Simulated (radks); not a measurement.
All-electron atom: Ga27+ in [He] 2s2. All-electron calculation, scalar-relativistic Kohn-Sham, BLYP, spin-polarised, spherical densities, point nucleus. Program: a radial shooting solver on a logarithmic mesh with Libxc functionals.

Normalised radial functions P(r) = r R(r), r in bohr:

```
   r/bohr * 1s (the largest magnitude, 4.09, reaches the edge; | marks zero)
 0.001787 |       *
 0.001967 |        *
 0.002165 |         *
 0.002384 |          *
 0.002624 |           *
 0.002888 |            *
 0.003179 |             *
   0.0035 |              *
 0.003852 |                *
  0.00424 |                 *
 0.004668 |                   *
 0.005138 |                    *
 0.005656 |                      *
 0.006225 |                        *
 0.006853 |                          *
 0.007483 |                           *
 0.008237 |                              *
 0.009067 |                                *
 0.009981 |                                  *
  0.01099 |                                    *
  0.01209 |                                      *
  0.01331 |                                         *
  0.01465 |                                           *
  0.01613 |                                             *
  0.01775 |                                               *
  0.01954 |                                                 *
  0.02151 |                                                   *
  0.02368 |                                                    *
  0.02607 |                                                     *
  0.02869 |                                                      *
  0.03158 |                                                      *
  0.03477 |                                                      *
  0.03827 |                                                     *
  0.04212 |                                                    *
  0.04637 |                                                  *
  0.05104 |                                               *
  0.05618 |                                            *
  0.06185 |                                         *
  0.06808 |                                     *
  0.07494 |                                 *
  0.08249 |                             *
   0.0908 |                        *
  0.09995 |                    *
     0.11 |                *
   0.1211 |            *
   0.1333 |         *
   0.1467 |      *
   0.1602 |    *
   0.1764 |   *
   0.1942 | *
   0.2137 |*
   0.2352 |*
    0.259 *
    0.285 *
   0.3138 *
   0.3454 *
   0.3802 *
   0.4185 *
   0.4606 *
   0.5071 *
   0.5582 *
   0.6144 *
   0.6763 *
```

1s: eigenvalue -12184.2 eV, 0 radial nodes, <r> = 0.0483 bohr, 90 % of the charge inside 0.0862 bohr.
